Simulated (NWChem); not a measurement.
# C₃H₆Cl

```
C
C 1 1.4903
H 2 1.1015 1 111.46
H 2 1.1022 3 108.57 1 121.76
H 2 1.1107 3 106.90 4 115.43
C 1 1.4903 2 123.45 3 159.72
H 6 1.1015 1 111.46 2 -159.72
H 6 1.1022 7 108.57 1 -121.76
H 6 1.1107 7 106.90 8 -115.43
Cl 1 1.7502 2 115.89 3 -45.80
```
Charge 0, spin multiplicity 2.

Program: NWChem. All single points use one geometry, from UB3LYP/def2-SVP, a minimum by its harmonic frequencies.

The structure started from a generated list of species. The unpaired electrons of the parent sit in orbitals of symmetry a' (Cs labels of the run); other states weren't searched. The stability of the SCF solutions was not checked.

Worked example. At PBE/def2-TZVP the molecule has a total energy of -577.78464 Ha and the free atoms (multiplicities C 3, Cl 2, H 2) H -0.49962, Cl -459.95840, C -37.79597 Ha. The electronic atomisation energy is the atoms' sum less the molecule's energy.

3·(-37.79597) + 1·(-459.95840) + 6·(-0.49962) = -576.34403 Ha for the atoms; less the molecule's energy this leaves 1.44061 Ha, or 904.0 kcal/mol (3782 kJ/mol), without zero-point, thermal or spin-orbit terms.
